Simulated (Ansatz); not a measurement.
A short molecular-dynamics run on F2GaH3O4Si (`O[Si](O)(O)[O][Ga]([F])[F]`).

```yaml
crystal:
  periodic: [false, false, false]
  atoms:
    - {symbol: O, position_ang: [-0.624302, -0.616112, 0.744056]}
    - {symbol: Si, position_ang: [0.757209, -0.193451, -0.171275]}
    - {symbol: O, position_ang: [1.905589, 0.122425, 0.922154]}
    - {symbol: O, position_ang: [1.298715, -1.394567, -1.113548]}
    - {symbol: O, position_ang: [0.025932, 1.011507, -0.941290]}
    - {symbol: Ga, position_ang: [-1.597407, 1.020694, -0.089292]}
    - {symbol: F, position_ang: [-2.980949, 0.448324, -0.977147]}
    - {symbol: F, position_ang: [-1.896397, 2.123156, 1.225586]}
    - {symbol: H, position_ang: [-0.564714, -0.905580, 1.657932]}
    - {symbol: H, position_ang: [2.812585, -0.093577, 0.701453]}
    - {symbol: H, position_ang: [0.863729, -1.522819, -1.958638]}
basis:
  gaussian: {orbitals: def2-SVP}
hamiltonian: {xc: {name: revPBE}, dispersion: d3bj}
md: {timestep: 1 fs, n_steps: 50, ensemble: nvt_nose_hoover, temperature: 1500, initial_velocities: maxwell_boltzmann, seed: 207}
```

```sh
$ ansatz run in.yaml --threads 4 --pin off --events-out ev --progress --plain --max-ram 11315MiB
```

```
step  time (fs)  potential energy (eV)  kinetic (eV)  T (K)  conserved (eV)
   0        0.0            -73904.9713        1.7450   1500     -73903.2263
   1        1.0            -73904.8696        1.6691   1435     -73903.2005
   2        2.0            -73904.6693        1.4881   1279     -73903.1812
   3        3.0            -73904.6536        1.4663   1260     -73903.1873
   4        4.0            -73904.7522        1.5561   1338     -73903.1962
   5        5.0            -73904.8057        1.5952   1371     -73903.2107
   6        6.0            -73904.6136        1.4038   1207     -73903.2103
   7        7.0            -73904.2953        1.1322    973     -73903.1638
   8        8.0            -73904.4055        1.2024   1034     -73903.2041
   9        9.0            -73904.4796        1.2592   1082     -73903.2217
  10       10.0            -73904.1971        1.0077    866     -73903.1911
  11       11.0            -73903.9445        0.7686    661     -73903.1779
  12       12.0            -73903.9282        0.7441    640     -73903.1866
  13       13.0            -73904.0325        0.8387    721     -73903.1968
  14       14.0            -73904.0798        0.8722    750     -73903.2112
  15       15.0            -73903.8915        0.6954    598     -73903.2003
  16       16.0            -73903.7180        0.5602    482     -73903.1626
  17       17.0            -73903.9808        0.7750    666     -73903.2114
  18       18.0            -73904.0988        0.8889    764     -73903.2165
  19       19.0            -73903.9103        0.7305    628     -73903.1875
  20       20.0            -73903.7979        0.6281    540     -73903.1785
  21       21.0            -73903.9104        0.7322    629     -73903.1880
  22       22.0            -73904.1149        0.9280    798     -73903.1981
  23       23.0            -73904.2384        1.0401    894     -73903.2113
  24       24.0            -73904.1210        0.9353    804     -73903.2005
  25       25.0            -73904.0054        0.8568    736     -73903.1652
  26       26.0            -73904.2902        1.0978    944     -73903.2110
  27       27.0            -73904.4254        1.2287   1056     -73903.2178
  28       28.0            -73904.2318        1.0657    916     -73903.1898
  29       29.0            -73904.0772        0.9235    794     -73903.1797
  30       30.0            -73904.1234        0.9630    828     -73903.1887
  31       31.0            -73904.2482        1.0811    929     -73903.1979
  32       32.0            -73904.2920        1.1158    959     -73903.2099
  33       33.0            -73904.1070        0.9415    809     -73903.2019
  34       34.0            -73903.9069        0.7816    672     -73903.1641
  35       35.0            -73904.1232        0.9546    821     -73903.2099
  36       36.0            -73904.2134        1.0393    893     -73903.2185
  37       37.0            -73903.9757        0.8348    718     -73903.1881
  38       38.0            -73903.8094        0.6817    586     -73903.1773
  39       39.0            -73903.8860        0.7497    644     -73903.1883
  40       40.0            -73904.0532        0.9085    781     -73903.1996
  41       41.0            -73904.1195        0.9655    830     -73903.2122
  42       42.0            -73903.9409        0.8065    693     -73903.1959
  43       43.0            -73903.8471        0.7476    643     -73903.1640
  44       44.0            -73904.1685        1.0164    874     -73903.2199
  45       45.0            -73904.2256        1.0845    932     -73903.2132
  46       46.0            -73904.0035        0.8977    772     -73903.1818
  47       47.0            -73903.9280        0.8294    713     -73903.1784
  48       48.0            -73904.0703        0.9612    826     -73903.1927
  49       49.0            -73904.2233        1.1082    953     -73903.2032
  50       50.0            -73904.2105        1.0922    939     -73903.2114
```

Velocities are drawn at the set temperature; a run this short doesn't reach equilibrium.

Frames (Å, forces in eV/Å):

```xyz
11
time=0.0 fs
O    -0.624   -0.616    0.744   -0.804   -0.342    0.112
Si    0.757   -0.193   -0.171    0.307   -0.157   -0.068
O     1.906    0.122    0.922    0.326    0.425    1.128
O     1.299   -1.395   -1.114    0.784   -0.977   -0.225
O     0.026    1.012   -0.941   -0.108    1.210   -1.085
Ga   -1.597    1.021   -0.089   -0.028    0.019    0.024
F    -2.981    0.448   -0.977   -0.657   -0.265   -0.430
F    -1.896    2.123    1.226   -0.138    0.525    0.606
H    -0.565   -0.906    1.658    0.011   -0.215    0.696
H     2.813   -0.094    0.701    0.624   -0.148   -0.166
H     0.864   -1.523   -1.959   -0.316   -0.076   -0.592
11
time=3.0 fs
O    -0.606   -0.654    0.768   -0.690    0.361   -1.140
Si    0.762   -0.197   -0.165   -0.223    1.253   -0.943
O     1.935    0.107    0.930    2.045   -0.017    0.361
O     1.295   -1.410   -1.103   -0.861   -1.796   -4.353
O     0.015    1.079   -0.973    0.749   -0.893    0.452
Ga   -1.598    1.007   -0.095    0.294    0.951    0.944
F    -2.987    0.481   -0.967   -1.106   -0.522   -0.694
F    -1.929    2.152    1.227    0.067   -0.156   -0.057
H    -0.529   -0.933    1.669    0.106   -0.386    1.459
H     2.903   -0.069    0.704   -1.730    0.262    0.219
H     0.882   -1.604   -2.095    1.349    0.943    3.752
11
time=6.0 fs
O    -0.592   -0.690    0.787   -0.144   -0.417    2.125
Si    0.767   -0.198   -0.162    0.151    1.455   -1.106
O     1.973    0.092    0.940   -1.710    0.341    0.439
O     1.288   -1.434   -1.112    1.251    0.362    2.636
O     0.007    1.143   -1.003    1.159   -2.244    1.400
Ga   -1.599    0.995   -0.100    0.427    1.657    1.576
F    -2.999    0.510   -0.960   -1.342   -0.666   -0.836
F    -1.962    2.180    1.228    0.270   -0.706   -0.566
H    -0.487   -0.986    1.778   -0.193    0.844   -2.351
H     2.884   -0.028    0.717    1.283   -0.212   -0.524
H     0.995   -1.618   -1.964   -1.152   -0.414   -2.794
11
time=9.0 fs
O    -0.578   -0.728    0.815   -0.159    0.954   -1.677
Si    0.773   -0.194   -0.162    0.379    1.313   -1.124
O     2.005    0.078    0.952   -0.923    0.118   -0.246
O     1.287   -1.457   -1.110    0.162    0.129    0.118
O     0.006    1.194   -1.025    1.168   -2.980    1.993
Ga   -1.599    0.984   -0.103    0.372    2.117    1.815
F    -3.016    0.537   -0.957   -1.281   -0.702   -0.811
F    -1.994    2.205    1.226    0.445   -1.110   -0.903
H    -0.457   -0.980    1.730    0.164   -0.097    1.016
H     2.938    0.001    0.693   -0.089   -0.041   -0.249
H     1.032   -1.656   -2.025   -0.239    0.300    0.067
11
time=12.0 fs
O    -0.566   -0.761    0.835   -0.002    1.220   -2.011
Si    0.779   -0.186   -0.165    0.518    1.017   -0.970
O     2.031    0.065    0.963    0.356    0.035   -1.021
O     1.288   -1.478   -1.104   -0.813   -0.398   -3.473
O     0.011    1.230   -1.037    1.040   -3.311    2.277
Ga   -1.599    0.976   -0.104    0.092    2.295    1.788
F    -3.040    0.561   -0.958   -0.938   -0.639   -0.639
F    -2.023    2.225    1.220    0.582   -1.357   -1.089
H    -0.414   -0.977    1.755    0.196   -0.016    1.027
H     2.991    0.024    0.648   -1.705    0.034    0.266
H     1.027   -1.683   -2.142    0.676    1.118    3.844
11
time=15.0 fs
O    -0.553   -0.788    0.845    0.709    0.741    1.151
Si    0.787   -0.174   -0.171    0.739    0.331   -0.567
O     2.056    0.053    0.969   -2.940    0.104   -0.364
O     1.285   -1.500   -1.112    0.735    1.620    4.253
O     0.022    1.247   -1.037    0.962   -3.441    2.315
Ga   -1.598    0.971   -0.103   -0.406    2.249    1.609
F    -3.067    0.582   -0.961   -0.395   -0.522   -0.372
F    -2.050    2.239    1.210    0.692   -1.477   -1.158
H    -0.357   -0.974    1.854   -0.408    0.712   -2.429
H     2.932    0.049    0.615    1.438   -0.017   -0.714
H     1.066   -1.626   -1.986   -1.127   -0.298   -3.724
11
time=18.0 fs
O    -0.537   -0.810    0.859    0.143    1.544   -2.425
Si    0.797   -0.162   -0.179    0.613   -0.124   -0.218
O     2.069    0.041    0.972   -1.054    0.195   -1.287
O     1.285   -1.516   -1.104   -0.439    1.205   -0.277
O     0.037    1.246   -1.023    0.776   -3.299    2.200
Ga   -1.599    0.969   -0.099   -0.898    2.072    1.291
F    -3.097    0.600   -0.966    0.199   -0.407   -0.087
F    -2.074    2.246    1.194    0.764   -1.488   -1.122
H    -0.328   -0.918    1.787    0.222    0.116    1.068
H     2.951    0.074    0.536   -0.365   -0.022    0.181
H     1.031   -1.575   -2.057    0.039    0.209    0.675
11
time=21.0 fs
O    -0.520   -0.824    0.860    0.143    1.591   -2.118
Si    0.809   -0.150   -0.188    0.419   -0.620    0.138
O     2.076    0.030    0.968    0.104    0.393   -1.876
O     1.284   -1.524   -1.093   -1.306    1.251   -3.612
O     0.058    1.228   -0.998    0.523   -2.809    1.855
Ga   -1.600    0.969   -0.094   -1.255    1.727    0.928
F    -3.125    0.617   -0.972    0.729   -0.309    0.154
F    -2.094    2.246    1.173    0.788   -1.373   -0.974
H    -0.282   -0.846    1.793    0.129    0.164    0.846
H     2.954    0.096    0.469   -1.259   -0.109    0.871
H     0.980   -1.518   -2.146    0.986    0.094    3.787
11
time=24.0 fs
O    -0.502   -0.829    0.851    0.849    1.771    1.280
Si    0.823   -0.140   -0.196    0.362   -1.503    0.829
O     2.081    0.021    0.956   -2.505    0.244   -0.272
O     1.276   -1.525   -1.097    0.741    1.373    3.525
O     0.081    1.194   -0.963    0.173   -1.936    1.219
Ga   -1.603    0.972   -0.088   -1.462    1.228    0.534
F    -3.150    0.632   -0.977    1.152   -0.236    0.333
F    -2.111    2.240    1.147    0.765   -1.122   -0.712
H    -0.228   -0.764    1.861   -0.745   -0.027   -2.421
H     2.878    0.112    0.459    1.766    0.167   -0.624
H     0.999   -1.454   -1.965   -1.097    0.042   -3.689
11
time=27.0 fs
O    -0.480   -0.825    0.847   -0.172    1.549   -1.810
Si    0.838   -0.135   -0.202    0.441   -2.458    1.315
O     2.075    0.013    0.940   -0.055    0.604   -1.047
O     1.271   -1.519   -1.088   -0.451    1.468   -0.870
O     0.104    1.149   -0.922   -0.556   -0.497    0.342
Ga   -1.607    0.976   -0.081   -1.403    0.636    0.003
F    -3.171    0.646   -0.980    1.436   -0.203    0.440
F    -2.124    2.229    1.118    0.670   -0.726   -0.313
H    -0.228   -0.683    1.763    0.069    0.111    1.048
H     2.907    0.137    0.422   -0.208   -0.079    0.587
H     0.948   -1.384   -2.012    0.228   -0.405    0.306
11
time=30.0 fs
O    -0.458   -0.813    0.833   -0.453    1.351   -1.341
Si    0.854   -0.137   -0.204    0.538   -3.366    1.647
O     2.068    0.009    0.919    1.406    0.825   -0.810
O     1.265   -1.505   -1.080   -1.301    1.266   -4.397
O     0.125    1.102   -0.878   -1.505    1.365   -0.710
Ga   -1.613    0.980   -0.075   -1.058   -0.101   -0.646
F    -3.184    0.659   -0.981    1.569   -0.198    0.472
F    -2.135    2.215    1.088    0.488   -0.157    0.244
H    -0.227   -0.588    1.738    0.028    0.053    1.090
H     2.935    0.157    0.424   -1.046   -0.227    0.962
H     0.894   -1.343   -2.101    1.334   -0.811    3.488
11
time=33.0 fs
O    -0.439   -0.793    0.813   -0.177    1.847    2.419
Si    0.871   -0.150   -0.201    0.462   -3.735    1.968
O     2.067    0.009    0.895   -0.820    0.342    1.298
O     1.253   -1.485   -1.092    1.331   -0.117    2.177
O     0.138    1.063   -0.838   -2.197    2.856   -1.597
Ga   -1.621    0.985   -0.069   -0.525   -0.904   -1.361
F    -3.191    0.672   -0.981    1.560   -0.226    0.443
F    -2.143    2.200    1.059    0.232    0.546    0.923
H    -0.224   -0.496    1.793   -0.622   -0.907   -2.172
H     2.902    0.163    0.494    1.900    0.299   -0.554
H     0.937   -1.365   -1.942   -1.144    0.000   -3.541
11
time=36.0 fs
O    -0.422   -0.763    0.804   -1.199    0.384   -0.278
Si    0.891   -0.174   -0.191   -0.354   -2.614    1.193
O     2.065    0.011    0.876    2.487    0.809    1.171
O     1.247   -1.465   -1.096    0.383   -0.815   -1.973
O     0.139    1.038   -0.806   -2.299    3.254   -1.827
Ga   -1.629    0.989   -0.064    0.162   -1.546   -2.090
F    -3.190    0.683   -0.978    1.405   -0.297    0.350
F    -2.150    2.187    1.034   -0.066    1.250    1.614
H    -0.266   -0.470    1.702    0.070   -0.016    1.200
H     2.979    0.185    0.542   -0.733   -0.175    0.355
H     0.907   -1.398   -2.014    0.143   -0.234    0.285
11
time=39.0 fs
O    -0.410   -0.732    0.793   -1.608   -0.266    0.274
Si    0.909   -0.206   -0.178   -1.556   -0.348    0.300
O     2.075    0.017    0.864    3.220    0.829    1.686
O     1.244   -1.450   -1.108   -0.440   -1.935   -5.712
O     0.128    1.030   -0.784   -1.610    2.521   -1.545
Ga   -1.638    0.990   -0.062    0.833   -1.907   -2.540
F    -3.184    0.693   -0.974    1.105   -0.396    0.189
F    -2.158    2.180    1.016   -0.309    1.763    2.130
H    -0.307   -0.448    1.701    0.140   -0.031    1.222
H     3.017    0.197    0.609   -1.080   -0.244    0.231
H     0.864   -1.440   -2.129    1.306    0.014    3.764
11
time=42.0 fs
O    -0.407   -0.701    0.786   -1.676    0.005    4.079
Si    0.922   -0.239   -0.164   -1.917    1.400   -0.253
O     2.100    0.028    0.861   -0.452    0.027    2.067
O     1.240   -1.444   -1.146    2.528   -1.493    2.657
O     0.108    1.035   -0.770   -0.518    1.280   -1.154
Ga   -1.645    0.990   -0.064    1.259   -1.802   -2.478
F    -3.172    0.702   -0.968    0.693   -0.513   -0.028
F    -2.166    2.181    1.007   -0.383    1.871    2.274
H    -0.335   -0.432    1.789   -0.001   -0.925   -2.265
H     2.996    0.193    0.691    2.228    0.363   -0.550
H     0.913   -1.483   -1.981   -1.762   -0.212   -4.348
11
time=45.0 fs
O    -0.414   -0.671    0.797   -1.731   -1.177    0.504
Si    0.930   -0.268   -0.151   -1.928    2.600   -0.861
O     2.126    0.039    0.869    2.279    0.395    1.099
O     1.248   -1.448   -1.178    0.429   -1.688   -2.219
O     0.085    1.048   -0.763    0.362    0.209   -0.789
Ga   -1.650    0.987   -0.068    1.472   -1.159   -1.894
F    -3.157    0.708   -0.963    0.187   -0.646   -0.302
F    -2.177    2.190    1.009   -0.276    1.522    1.989
H    -0.361   -0.484    1.727    0.237   -0.056    1.458
H     3.097    0.208    0.737   -1.351   -0.312   -0.127
H     0.853   -1.542   -2.085    0.320    0.311    1.143
11
time=48.0 fs
O    -0.429   -0.646    0.813   -1.332   -1.134    0.926
Si    0.932   -0.290   -0.140   -1.417    3.033   -1.081
O     2.163    0.053    0.882    0.290   -0.121    0.430
O     1.259   -1.459   -1.216   -0.870   -1.395   -3.745
O     0.064    1.062   -0.759    1.064   -0.591   -0.567
Ga   -1.654    0.983   -0.075    1.492   -0.274   -0.876
F    -3.140    0.711   -0.959   -0.348   -0.766   -0.599
F    -2.189    2.207    1.020   -0.034    0.874    1.407
H    -0.369   -0.550    1.767    0.186   -0.195    0.837
H     3.120    0.204    0.768   -0.520   -0.194   -0.340
H     0.786   -1.581   -2.181    1.489    0.762    3.609
11
time=50.0 fs
O    -0.444   -0.633    0.825   -0.784   -1.012    3.690
Si    0.930   -0.299   -0.135   -0.861    2.822   -1.139
O     2.190    0.061    0.893   -3.013   -0.728    0.176
O     1.265   -1.471   -1.253    0.920   -0.008    1.250
O     0.053    1.070   -0.759    1.448   -1.018   -0.489
Ga   -1.656    0.980   -0.080    1.389    0.326   -0.108
F    -3.130    0.711   -0.958   -0.666   -0.828   -0.778
F    -2.197    2.220    1.031    0.164    0.386    0.950
H    -0.364   -0.599    1.856   -0.048   -0.286   -2.248
H     3.104    0.190    0.773    2.037    0.155   -0.698
H     0.807   -1.573   -2.084   -0.587    0.192   -0.607
```

Run time 110 s (4 threads of an Arm Neoverse V2 on a shared host); peak host memory 0.23 GiB.
